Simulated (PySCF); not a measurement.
A structure optimised at PBE-D3(BJ)/def2-SVP, used in a PySCF frequency run:

```
Ge
H 1 1.5407
Cl 1 2.1567 2 110.39
Cl 1 2.1567 2 110.39 3 -120.00
Cl 1 2.1567 2 110.39 3 120.00
```

Q: Write its SMILES, formula and point group.

A: [Cl][GeH]([Cl])[Cl], Cl3GeH, C3v

Q: What are its rotational constants (standard atomic weights)?

A: 2.0574, 2.0574, 1.1628 GHz
